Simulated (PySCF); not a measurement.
## Spin-rotation constants: `InChI=1S/C4H10BP/c1-5(6)4-2-3-4/h2,5H,3H2,1,6H3/t5-/m1/s1`

Molfile (atoms numbered from 1):
```
C4H10BP
     RDKit          3D

 16 16  0  0  0  0  0  0  0  0999 V2000
   -1.2923    1.4229    0.0901 C   0  0  0  0  0  0  0  0  0  0  0  0
   -0.5276    0.1281    0.7095 B   0  0  1  0  0  0  0  0  0  0  0  0
   -1.3014   -1.4629   -0.1431 P   0  0  0  0  0  0  0  0  0  0  0  0
    0.9618   -0.0443    0.2293 C   0  0  0  0  0  0  0  0  0  0  0  0
    2.0285   -0.7384   -0.0699 C   0  0  0  0  0  0  0  0  0  0  0  0
    2.1890    0.7343   -0.2112 C   0  0  0  0  0  0  0  0  0  0  0  0
   -2.3504    1.4446    0.3513 H   0  0  0  0  0  0  0  0  0  0  0  0
   -0.8538    2.3415    0.4732 H   0  0  0  0  0  0  0  0  0  0  0  0
   -1.2236    1.4699   -0.9974 H   0  0  0  0  0  0  0  0  0  0  0  0
   -0.6634   -0.0162    1.8858 H   0  0  0  0  0  0  0  0  0  0  0  0
   -1.2021   -1.4891   -1.5207 H   0  0  0  0  0  0  0  0  0  0  0  0
   -2.6092   -1.9274   -0.0576 H   0  0  0  0  0  0  0  0  0  0  0  0
   -0.6700   -2.6672    0.0998 H   0  0  0  0  0  0  0  0  0  0  0  0
    2.5370   -1.6660   -0.1797 H   0  0  0  0  0  0  0  0  0  0  0  0
    2.2176    1.1850   -1.2000 H   0  0  0  0  0  0  0  0  0  0  0  0
    2.7523    1.2940    0.5293 H   0  0  0  0  0  0  0  0  0  0  0  0
  1  2  1  0
  2  3  1  0
  2  4  1  0
  4  5  2  0
  5  6  1  0
  6  4  1  0
  1  7  1  0
  1  8  1  0
  1  9  1  0
  2 10  1  1
  3 11  1  0
  3 12  1  0
  3 13  1  0
  5 14  1  0
  6 15  1  0
  6 16  1  0
M  CHG  2   2  -1   3   1
M  END
```

The calculation used PySCF 2.14.0, GIAO B3LYP/pcSseg-1 magnetisability, rotational g tensor and spin-rotation constants, non-relativistic, gas phase. Geometry: GFN2-xTB.

Q: Give the nuclear spin-rotation constants along the inertial axes (H = +C I·J) beside the isotropic shieldings.

A: Rotational constants 3.9471, 1.9572, 1.4191 GHz. A star marks the isotopologue with that one atom substituted, in its own axes.
| atom | isotope | Caa (kHz) | Cbb (kHz) | Ccc (kHz) | mean (kHz) | σ (ppm) |
| --- | --- | --- | --- | --- | --- | --- |
| B2 | 11B | 0.569 | 0.280 | 0.224 | 0.357 | 128.1 |
| P3 | 31P | 4.685 | 2.275 | 1.750 | 2.904 | 476.4 |
| H7 | 1H | -0.032 | -0.173 | -0.164 | -0.123 | 31.8 |
| H8 | 1H | -0.225 | -0.068 | -0.149 | -0.147 | 30.9 |
| H9 | 1H | -0.471 | -0.206 | 0.013 | -0.221 | 32.0 |
| H10 | 1H | -0.343 | -0.187 | 0.049 | -0.160 | 29.0 |
| H11 | 1H | -0.454 | -0.225 | 0.052 | -0.209 | 28.9 |
| H12 | 1H | 0.151 | -0.211 | -0.155 | -0.072 | 28.1 |
| H13 | 1H | -0.416 | 0.048 | -0.141 | -0.170 | 28.2 |
| H14 | 1H | -0.415 | 0.240 | -0.169 | -0.115 | 24.7 |
| H15 | 1H | -0.372 | -0.180 | -0.013 | -0.188 | 31.0 |
| H16 | 1H | -0.159 | -0.152 | -0.107 | -0.139 | 30.9 |
| C1 | 13C* | 0.469 | 0.253 | 0.179 | 0.300 | 180.2 |
| C4 | 13C* | 1.925 | 0.748 | 0.196 | 0.956 | 42.5 |
| C5 | 13C* | 1.126 | 0.950 | 0.191 | 0.756 | 62.9 |
| C6 | 13C* | 0.690 | 0.369 | 0.046 | 0.368 | 175.0 |

For the geometry as given, no vibrational averaging.

Q: How do the rotational constants and the g tensor change when H7, H8, H9, H10, H11, H12, H13, H14, H15, H16 are replaced by deuterium?

A: Constants 3.0541, 1.6613, 1.1984 GHz; g -0.0177, -0.0136, 0.0017, against -0.0231, -0.0159, 0.0019 before.
